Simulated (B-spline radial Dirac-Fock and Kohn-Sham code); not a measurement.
## Kohn-Sham estimates against Dirac-Fock for the levels of Os⁺

System: osmium as Os⁺ in the configuration [Xe] 4f14 5d6 6s1.

The density-functional columns are spherical, spin-unpolarised Dirac-Kohn-Sham results without Breit or QED terms: −ε is minus the orbital energy of the initial state and ΔSCF the difference of two total energies. The reference in the last column comes from Dirac-Fock energy differences between relaxed states, corrected for Breit and QED terms. All numbers are from a B-spline atomic structure program, in eV; a selection of levels is shown. The Kohn-Sham columns are given as differences from the reference. For the 1s level of heavy atoms much of the gap between ΔSCF and the reference is the Breit and QED part, -381.9 eV here; for other levels the error of the functional can be larger.

| level | LDA −ε − DF | LDA ΔSCF − DF | PBE −ε − DF | PBE ΔSCF − DF | Dirac-Fock |
| --- | --- | --- | --- | --- | --- |
| 1s | -204.1 | +370.4 | -143.4 | +433.0 | 73886.8 |
| 2s | -162.0 | -57.3 | -153.1 | -48.8 | 12994.2 |
| 2p1/2 | -112.4 | +23.1 | -108.3 | +27.0 | 12405.7 |
| 2p3/2 | -127.9 | -12.8 | -125.5 | -10.6 | 10891.8 |
| 3s | -85.2 | -55.5 | -82.8 | -53.2 | 3077.1 |
| 3p1/2 | -67.1 | -35.0 | -66.1 | -34.1 | 2816.5 |
| 3p3/2 | -66.4 | -37.6 | -65.9 | -37.2 | 2482.4 |
| 3d3/2 | -44.5 | -9.4 | -44.7 | -9.7 | 2051.7 |
| 3d5/2 | -45.8 | -12.0 | -46.0 | -12.3 | 1980.7 |
| 4s | -45.8 | -32.4 | -44.7 | -31.3 | 682.8 |
| 4p1/2 | -37.9 | -24.6 | -37.4 | -24.1 | 573.1 |
| 4p3/2 | -37.9 | -25.2 | -37.2 | -24.6 | 494.5 |
| 4d3/2 | -25.5 | -13.1 | -25.5 | -13.1 | 314.4 |
| 4d5/2 | -25.5 | -13.3 | -25.5 | -13.3 | 299.9 |
| 4f5/2 | -8.5 | +2.9 | -8.9 | +2.5 | 70.28 |
| 4f7/2 | -8.6 | +2.7 | -9.0 | +2.3 | 67.60 |
| 5p1/2 | -8.0 | -0.9 | -8.4 | -1.3 | 76.15 |
| 5p3/2 | -8.2 | -1.4 | -8.4 | -1.7 | 63.98 |
| 5d | -3.6 | +1.9 | -3.8 | +1.6 | 17.99 |
| 6s | -1.7 | +2.1 | -2.0 | +1.8 | 15.16 |

For the outermost level NIST gives 17 ± 1 eV (semi-empirical); the differences from it are LDA −ε -3.54, LDA ΔSCF +0.27, PBE −ε -3.86, PBE ΔSCF -0.09, Dirac-Fock -1.84 eV.

Values without a named source are computed, but for edge energies of neutral atoms, which are taken from tables.
